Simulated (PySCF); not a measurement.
**How methods differ on the excitation energy of Zn⁺**

Zn⁺ [Ar] 3d10 4s1 (2S) → Zn⁺ [Ar] 3d9 4s2 (2D), as a difference of total energies. Computed with PySCF 2.14 in aug-cc-pVTZ-DK (8s7p5d3f2g, 93 functions), with scalar relativity by spin-free X2C-1e. Correlated levels: valence: [Ar] frozen. The calculations carry no spin-orbit coupling.

```
           method  excitation energy (eV)  error (eV)
              UHF                   6.735      -1.175
    MP2 (valence)                   8.415      +0.505
SCS-MP2 (valence)                   8.018      +0.108
   CCSD (valence)                   7.652      -0.258
CCSD(T) (valence)                   7.719      -0.191
```

Reference: 7.910 eV (measured; NIST levels, between the centres of gravity of the two terms).

Errors of the correlated levels include the incompleteness of this basis and the frozen core.
